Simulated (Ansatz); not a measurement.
`C[Se][Sn]([CH3])([F])[Cl]`, relaxed with RKS PBE0-D4/def2-TZVP in Ansatz 0.2.0 from a PBE-D4/def2-SVP geometry. The force threshold is 0.005 eV/Å; the program also tests the step.

Total charge 0; spin multiplicity 1. Sn takes the def2 core potential.

Start:

```xyz
12

C    -0.224    0.646    2.622
Se   -1.058    1.304    0.950
Sn    0.015   -0.426   -0.561
C     0.021   -0.090   -2.688
F    -0.816   -2.182   -0.253
Cl    2.227   -0.775    0.245
H    -0.317    1.473    3.350
H     0.843    0.418    2.446
H    -0.761   -0.247    2.990
H     0.859    0.588   -2.935
H    -0.945    0.361   -2.982
H     0.156   -1.071   -3.182
```

```csv
step,energy (eV),largest force (eV/Å),largest move (Å)
1,-88581.7091,0.916,0.000
2,-88581.7820,0.446,0.087
3,-88581.8044,0.097,0.058
4,-88581.8067,0.037,0.036
5,-88581.8072,0.021,0.012
6,-88581.8085,0.028,0.051
7 (rejected),-88581.7964,0.514,0.197
8,-88581.8097,0.019,0.054
9,-88581.8100,0.119,0.098
10,-88581.8107,0.035,0.018
11 (rejected),-88581.8102,0.057,0.035
12,-88581.8112,0.003,0.017
13,-88581.8116,0.014,0.035
14,-88581.8117,0.039,0.041
15,-88581.8118,0.027,0.004
16,-88581.8119,0.005,0.008
17,-88581.8119,0.004,0.018
18 (rejected),-88581.8119,0.014,0.024
19,-88581.8120,0.004,0.011
20,-88581.8120,0.003,0.012
```

End:

```xyz
12

C    -0.241    0.616    2.603
Se   -0.752    1.480    0.917
Sn    0.107   -0.331   -0.562
C    -0.003   -0.121   -2.665
F    -0.845   -1.936   -0.094
Cl    2.269   -0.879    0.107
H    -0.503    1.327    3.385
H     0.830    0.427    2.616
H    -0.803   -0.306    2.735
H     0.664    0.679   -2.983
H    -1.029    0.109   -2.949
H     0.306   -1.065   -3.110
```

It took 61 s on 2 threads of an AMD EPYC 7R13 on a shared host and a share of an NVIDIA H100 80 GB, with 1 GiB of host memory at the peak.
